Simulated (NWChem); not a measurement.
Two isomers of CH5BFNO, each optimised at PBE-D3(BJ)/def2-SVP with NWChem. Flexible species stand in one conformer each, which need not be the lowest. 

A: CNB(F)O
B: COB(N)F

Task: Which is lower in energy, by how much, and how do their other properties compare?

Result: A is lower by 3.9 kcal/mol in electronic energy; with zero-point energies, B − A = 3.7 kcal/mol.
```
                                       A      B
---------------------------------  -----  -----
highest occupied level (eV)        -5.76  -6.18
orbital gap (eV)                    5.92   6.71
dipole (D)                          3.54   3.42
highest harmonic frequency (cm⁻¹)   3773   3654
zero-point energy (kcal/mol)        46.8   46.6
```
